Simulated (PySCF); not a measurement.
Species: C5H9BO2.
Numbering: `[CH2:1]=[CH:2][C@H:3]1[CH2:4][CH2:5][O:6][BH:7][O:8]1`

Definitions: NICS(0) = −σiso at the ring centroid; NICS(1) = −σiso and NICS(1)zz = −σzz at ±1 Å along the ring normal z. Level: GIAO B3LYP/pcSseg-1 (PySCF, non-relativistic, gas phase) on the PBE0-D3(BJ)/def2-SVP geometry, one conformer.

Ring bond lengths (Å): C3–C4 1.529, C4–C5 1.517, C5–O6 1.412, O6–B7 1.358, B7–O8 1.359, O8–C3 1.421.

**Question.** What do the NICS probes read (ppm)?

**Answer.** 
```
             ring                                                     type  NICS(0)  NICS(1), two faces  NICS(1)zz, two faces  rms pucker (Å)  centre to ring atoms, mean (Å)
C3–C4–C5–O6–B7–O8  6-membered ring with B and 2 O; formal bonds all single     -1.1         -2.0 / -0.2            0.0 / -0.1            0.19                            1.40
```

**Question.** What can be read from them?

**Answer.** 
- C3–C4–C5–O6–B7–O8: mean NICS(1)zz -0.1 ppm, near zero. C3, C4, C5 have four or more neighbours; no verdict on aromaticity is drawn.

**Question.** List the ring angles.

**Answer.** 
- C3–C4–C5–O6–B7–O8: C3 109.8°, C4 110.7°, C5 111.5°, O6 120.5°, B7 123.3°, O8 120.8°; sum 696.5° against 720° for a flat convex ring.

**Question.** How do the values depend on the level or the medium?

**Answer.** 
| level | NICS(0), C3–C4–C5–O6–B7–O8 | mean NICS(1)zz, C3–C4–C5–O6–B7–O8 |
| --- | --- | --- |
| B3LYP/pcSseg-1, gas | -1.1 | -0.1 |
| PBE0/pcSseg-1, gas | -1.2 | -0.1 |
| PBE0/pcSseg-1, IEF-PCM benzene | -1.2 | -0.1 |
| PBE0/pcSseg-1, IEF-PCM chloroform | -1.2 | -0.1 |

The geometry is the same throughout; the continuum's cavity takes Bondi-type radii × 1.2.
